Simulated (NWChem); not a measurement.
System: I₂, triplet; SMILES of the neutral closed-shell parent II

The following NWChem deck was run.

```
start job
memory heap 200 mb stack 900 mb global 1100 mb
geometry units angstroms noautosym nocenter noautoz
  I      0.000000     0.000000     1.487765
  I      0.000000     0.000000    -1.487765
end
basis spherical
  * library def2-svp
end
ecp
  I library def2-ecp
end
dft
  odft
  mult 3
  xc b3lyp
  iterations 150
end
tddft
  cis
  nroots 8
end
task tddft energy
```

Excerpt of the output:

```
             Northwest Computational Chemistry Package (NWChem) 7.3.0
             --------------------------------------------------------

                             Geometry "geometry" -> ""
                             -------------------------

 Output coordinates in angstroms (scale by  1.889725989 to convert to a.u.)

  No.       Tag          Charge          X              Y              Z
 ---- ---------------- ---------- -------------- -------------- --------------
    1 I                   53.0000     0.00000000     0.00000000     1.48776500
    2 I                   53.0000     0.00000000     0.00000000    -1.48776500

 Effective nuclear repulsion energy (a.u.)     499.5610504482

                                 NWChem DFT Module
                                 -----------------

 Summary of "ao basis" -> "ao basis" (spherical)
 ------------------------------------------------------------------------------
       Tag                 Description            Shells   Functions and Types
 ---------------- ------------------------------  ------  ---------------------
 I                          def2-svp                10       26   4s4p2d

            General Information
            -------------------
          SCF calculation type: DFT
          Wavefunction type:  spin polarized.
          No. of atoms     :     2
          No. of electrons :    50
           Alpha electrons :    26
            Beta electrons :    24
          Charge           :     0
          Spin multiplicity:     3
          Use of symmetry is: off; symmetry adaption is: off
          Maximum number of iterations: 150
          AO basis - number of functions:    52
                     number of shells:    20
          Convergence on energy requested:  1.00D-06
          Convergence on density requested:  1.00D-05
          Convergence on gradient requested:  5.00D-04

              XC Information
              --------------
                         B3LYP Method XC Potential
                     Hartree-Fock (Exact) Exchange  0.200
                        Slater Exchange Functional  0.800 local
                    Becke 1988 Exchange Functional  0.720 non-local
              Lee-Yang-Parr Correlation Functional  0.810
                  VWN I RPA Correlation Functional  0.190 local

[...]

                                NWChem TDDFT Module
                                -------------------

            General Information
            -------------------
           No. of orbitals :     104
            Alpha orbitals :      52
             Beta orbitals :      52
        Alpha frozen cores :       0
         Beta frozen cores :       0
     Alpha frozen virtuals :       0
      Beta frozen virtuals :       0
         Spin multiplicity :       3
    Number of AO functions :      52
        Use of symmetry is : off
      Symmetry adaption is : off
         Schwarz screening :  0.10D-07

              XC Information
              --------------
                  B3LYP Method XC Potential
              Hartree-Fock (Exact) Exchange   0.20
                 Slater Exchange Functional   0.80 local
             Becke 1988 Exchange Functional   0.72 non-local
       Lee-Yang-Parr Correlation Functional   0.81
           VWN I RPA Correlation Functional   0.19 local

             TDDFT Information
             -----------------
          Calculation type : Tamm-Dancoff TDDFT
         Wavefunction type : Unrestricted
          No. of electrons :      50
           Alpha electrons :      26
            Beta electrons :      24
              No. of roots :       8
          Max subspacesize :    5600
            Max iterations :     100
               Target root :       1
           Target symmetry : none
      Symmetry restriction : off
                 Algorithm : Optimal
        Davidson threshold :  0.10D-03

    8 smallest eigenvalue differences (eV)
--------------------------------------------------------
  No. Spin  Occ  Vir  Irrep   E(Occ)    E(Vir)   E(Diff)
--------------------------------------------------------
    1    2   24   25 a        -0.259    -0.215     1.212
    2    2   23   25 a        -0.286    -0.215     1.942
    3    2   22   25 a        -0.297    -0.215     2.246
    4    2   24   26 a        -0.259    -0.152     2.927
    5    2   21   25 a        -0.333    -0.215     3.219
    6    2   23   26 a        -0.286    -0.152     3.656
    7    2   22   26 a        -0.297    -0.152     3.960
    8    2   21   26 a        -0.333    -0.152     4.934
--------------------------------------------------------

  Entering Davidson iterations
  Unrestricted

  Iter   NTrls   NConv    DeltaV     DeltaE      Time
  ----  ------  ------  ---------  ---------  ---------
    1      8       0     0.17E+00   0.10+100        2.0
    2     16       0     0.26E-01   0.42E-01        2.2
    3     24       2     0.37E-02   0.45E-03        2.0
    4     30       7     0.33E-03   0.56E-05        1.6
    5     31       8     0.44E-04   0.47E-07        0.7
  ----  ------  ------  ---------  ---------  ---------
  Convergence criterion met

  Ground state a        -595.560628200376 a.u.
  <S2> =   2.0027

  ----------------------------------------------------------------------------
  Root   1         a             -0.001684902 a.u.               -0.0458 eV
  <S2> =   2.0035
  ----------------------------------------------------------------------------
     Transition Moments    X  0.00000   Y  0.00000   Z  0.00000
     Dipole Oscillator Strength                   -0.0000000000
     Electric Quadrupole                          -0.0000000000
     Magnetic Dipole                              -0.0000000150
     Total Oscillator Strength                    -0.0000000150

[...]
```

Level: B3LYP/def2-SVP with def2 effective core potentials on I, spin-unrestricted, TDA. The state is orbitally degenerate and is run as one real component. All runs use the structure optimised with PBE0/def2-SVP, spin-unrestricted. This spin state was assumed; another may lie lower. No stability test was run on the SCF state. B3LYP is NWChem's, with the RPA form of VWN correlation. def2 effective core potentials on I; no spin-orbit coupling.
